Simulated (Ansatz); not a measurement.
Reaction (formal exchange of groups at the Si–C bond): `OC[SiH2][AsH2]` + `C=C` → `C=C[SiH2][AsH2]` + CH₃OH

Gas-phase electronic energies from Ansatz, PBE0-D4/def2-TZVP geometries. CCSD(T)/CBS adds triple-zeta CCSD(T) − MP2 to the extrapolated MP2 energy (def2 sets, frozen cores). This one scheme is used for every species. For As outer-core shells are correlated without core-valence functions, which leaves a few kJ/mol of doubt a bond. Scalar relativity is left out up to krypton. Each species was taken in one conformer, which may not be the lowest.

`OC[SiH2][AsH2]`:

```xyz
11

O     0.262   -1.325   -1.141
C     0.600    0.042   -0.988
Si   -0.685    0.865    0.129
As   -0.859   -0.119    2.268
H     0.916   -1.745   -1.704
H     1.594    0.171   -0.537
H     0.611    0.571   -1.953
H    -2.023    0.809   -0.517
H    -0.295    2.292    0.297
H     0.649   -0.046    2.476
H    -0.771   -1.515    1.671
```

`C=C`:

Cartesian coordinates in Å:
```
C -0.278 0.575 -0.170
C 0.278 -0.575 0.170
H 0.062 1.518 0.246
H -1.098 0.624 -0.879
H -0.062 -1.518 -0.246
H 1.098 -0.624 0.879
```

`C=C[SiH2][AsH2]`:

```xyz
11

C    -1.123   -1.276   -1.040
C    -0.807   -0.626    0.077
Si    0.936   -0.169    0.525
As    1.328    2.166    0.592
H    -0.364   -1.596   -1.749
H    -2.150   -1.519   -1.297
H    -1.612   -0.327    0.747
H     1.860   -0.761   -0.479
H     1.288   -0.685    1.877
H     0.089    2.401    1.447
H     0.553    2.393   -0.699
```

CH₃OH:

Cartesian coordinates in Å:
```
C 0.025 -0.024 0.354
O 0.259 0.509 -0.929
H 0.570 0.599 1.064
H 0.393 -1.053 0.453
H -1.037 -0.003 0.628
H -0.210 -0.026 -1.571
```

```
          species  HF/def2-QZVPP energy (Eh)
 `OC[SiH2][AsH2]`                -2640.04772
            `C=C`                  -78.07027
`C=C[SiH2][AsH2]`                -2603.02473
            CH₃OH                 -115.10098
```

Q: Work out ΔE.

A: ΔE = (-2603.02473) + (-115.10098) − (-2640.04772) − (-78.07027) = -0.00772 Eh = -4.8 kcal/mol. CCSD(T)/CBS gives -4.2 kcal/mol.

Largest T1 diagnostic among the species: 0.012.
